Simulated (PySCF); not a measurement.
# Electric field gradients and quadrupole coupling constants

C₃H₁₂N₂Si₂.
Z-matrix (Å and degrees, GFN2-xTB geometry), rows numbered from 1:
```
Si
C   1  1.8954
Si  2  1.8953  1  115.77
N   3  1.7220  2  119.14  1   -52.42
C   4  1.4463  3  111.41  2   108.17
C   5  1.5259  4  105.97  3    27.37
N   6  1.4457  5  105.70  4   -38.91
H   1  1.4688  2  110.54  3    58.60
H   1  1.4637  2  111.28  3   -63.25
H   1  1.4701  2  109.04  3   176.89
H   2  1.0884  1  109.27  3   122.87
H   2  1.0889  1  109.62  3  -121.62
H   3  1.4759  2  111.04  1  -176.16
H   4  1.0056  3  124.02  2   -33.54
H   5  1.0989  4  111.59  3   -91.77
H   5  1.0953  4  110.47  3   147.56
H   6  1.0989  5  109.43  4    81.52
H   6  1.0943  5  111.08  4  -158.71
H   7  1.0062  3  123.23  2    81.83
```

Field gradients from the PBE0/pcSseg-1 density (PySCF, non-relativistic), principal values in atomic units, ordered |Vxx| ≤ |Vyy| ≤ |Vzz|:

| atom | Vxx | Vyy | Vzz |
| --- | --- | --- | --- |
| N4 | 0.3179 | 0.7429 | -1.0608 |
| N7 | 0.2903 | 0.7234 | -1.0136 |

Find the asymmetry η = (Vxx − Vyy)/Vzz and the couplings χ = eQV/h (234.96 MHz × Q in barn × V in au), with Q(14N) = 0.02044 b.

| atom | environment | nucleus | η | χzz (MHz) | χxx (MHz) | χyy (MHz) |
| --- | --- | --- | --- | --- | --- | --- |
| N4 | silicon-bound nitrogen | 14N | 0.40 | -5.09 | 1.53 | 3.57 |
| N7 | silicon-bound nitrogen | 14N | 0.43 | -4.868 | 1.394 | 3.474 |

What is Vzz at N7 in SI units (1 au = 9.71736 × 10²¹ V/m²)?

-1.0136 au = -9.850 × 10²¹ V/m².

And the gradient at the other heavy atoms, for which no coupling is worked out here?

```json
{"atom": "Si1", "environment": "SiH3 silicon", "Vzz (au)": "0.098", "η": "0.75"}
{"atom": "C2", "environment": "sp3 carbon bound to silicon", "Vzz (au)": "-0.076", "η": "0.97"}
{"atom": "Si3", "environment": "SiH silicon", "Vzz (au)": "0.367", "η": "0.24"}
{"atom": "C5", "environment": "sp3 carbon bound to nitrogen", "Vzz (au)": "0.218", "η": "0.27"}
{"atom": "C6", "environment": "sp3 carbon bound to nitrogen", "Vzz (au)": "0.219", "η": "0.25"}
```

Were the hydrogens deuterons (Q(2H) = 0.00286 b), χzz would run from 102 kHz (H13) to 291 kHz (H14).

The structure is a single GFN2-xTB conformer in the gas phase; no vibrational or solvent corrections. GFN2-xTB bond lengths can be off by several hundredths of an ångström, more for odd bonds, and the gradients follow them. These gradients aren't converged with respect to the basis.

These values come from a run that also computed NMR shieldings. The run took 61 s of wall time on one thread, Arm Neoverse N1 (aarch64), no GPU, on a shared host, and the process peaked at 0.79 GiB of memory.
